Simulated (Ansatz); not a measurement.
YI₂, SMILES [I][Y][I] (connectivity only; charge and spin as stated), neutral, multiplicity 2.

Geometry: r2SCAN-D4/def2-SVP. The def2 effective core potentials stand for the cores of I, Y; spin–orbit coupling is left out.

Two levels are set side by side: PBE/def2-SVPD (Ansatz, a program for electronic structure) and PBE0/def2-SVPD (Ansatz). Energy differences of separate SCF runs at the same geometry; the states with an electron removed or added have multiplicity 1 and 1. Differences are taken from unrounded values.

| quantity | PBE0 | PBE | PBE minus PBE0 |
|---|---|---|---|
| vertical ionisation energy (eV) | 6.59 | 6.46 | -0.12 |
| vertical electron affinity (eV) | 1.43 | 1.43 | 0.00 |

On these quantities the two levels nearly agree.
